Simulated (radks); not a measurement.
Dynamic dipole polarisability and lines of the lanthanum ion La21+, [Kr]. Calculated with a radial shooting solver on a logarithmic mesh with Libxc functionals: scalar-relativistic Kohn-Sham, exchange-only LDA, spin-polarised, spherical densities, finite nucleus; Fermi nuclear charge, rms radius of each element as measured or else 0.836 A^(1/3) + 0.57 fm. Time-dependent linear response with the Hartree and adiabatic exchange-only LDA kernel, continuum included through the Sternheimer equations, no spin-orbit coupling, so fine structure and intercombination lines are absent. Lines are the poles of the dipole polarisability below minus the highest occupied eigenvalue, found on a grid refined at the orbital gaps; the lowest seven at most are given, and weak or close lines can be missed. The first line takes the name of the lowest orbital gap if no other gap lies below it; otherwise a line is named after a gap within 0.6 % of it, if that gap stands alone.

| photon energy (eV) | alpha (bohr^3) |
|---|---|
| 0 | 0.1977 |
| 33.726 | 0.2108 |
| 78.695 | 0.3045 |
| 123.66 | 2.701 |
| 168.63 | -0.2076 |
| 213.60 | -0.06286 |
| 258.57 | 0.004807 |
| 303.54 | -0.04064 |
| 348.51 | 0.05070 |
| 393.47 | -0.05248 |
| 438.44 | -0.02851 |
| 483.41 | -0.02195 |
| 528.38 | 0.0003095 |
| 573.35 | -0.1791 |
| 618.32 | -0.008353 |
| 663.28 | 0.008933 |

Lines (eV, oscillator strength): 127.90 (9.694 nm, 4p-4d), f = 3.85; 281.17 (4.410 nm, 4p-5s), f = 0.615; 357.69 (3.466 nm, 4p-5d), f = 0.551; 384.60 (3.224 nm, 4s-5p), f = 0.294; 432.86 (2.864 nm, 4p-6s), f = 0.132; 471.98 (2.627 nm, 4p-6d), f = 0.267; 511.88 (2.422 nm, 4p-7s), f = 0.0502. Higher lines, where found, are left out when the end of the mesh affects them. Those listed give 94 % of the static polarisability (sum of f/w^2). Orbital energy gaps for comparison: 4p-4d 103.94 eV; 4p-5s 280.41 eV; 4p-5d 356.43 eV; 4s-5p 383.59 eV; 4p-6s 432.54 eV.
